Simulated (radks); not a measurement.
Spherical quantum dot in the effective-mass picture: electrons in a hard-walled sphere of radius 1.47, all in effective atomic units (hartree* = m*/eps^2 hartree, bohr* = eps/m* bohr), one dielectric constant everywhere. Method: non-relativistic Kohn-Sham, PBE, spin-polarised, spherical densities; computed with a radial shooting solver with Libxc functionals. Levels are named by radial order and angular momentum (1s, 1p, 1d, 2s, ...), and open shells are averaged over m. Results are scaled to m* = 0.072 and eps = 12.9, for which hartree* = 11.77 meV and bohr* = 9.481 nm.

N = 9, configuration 1s2 1p6 1d(up 1, down 0). This is the lowest configuration that the search found. Occupied and some empty levels:

| level | occupation | eigenvalue (meV) | <r> (nm) |
|---|---|---|---|
| 1s up | 1 | 125.49 | 7.726 |
| 1s down | 1 | 126.10 | 7.701 |
| 1p up | 3 | 148.13 | 8.686 |
| 1p down | 3 | 148.90 | 8.675 |
| 1d up | 1 | 179.95 | 9.305 |
| 1d down | 0 | 180.81 | 9.300 |
| 2s up | 0 | 207.22 | 6.698 |
| 2s down | 0 | 207.58 | 6.710 |
| 1f up | 0 | 219.83 | 9.755 |
| 1f down | 0 | 220.75 | 9.752 |
| 2p up | 0 | 260.32 | 7.431 |
| 2p down | 0 | 260.74 | 7.434 |

Energy (meV): total 872.405, kinetic 485.29, external 0, Hartree 477.56, exchange-correlation -90.451.
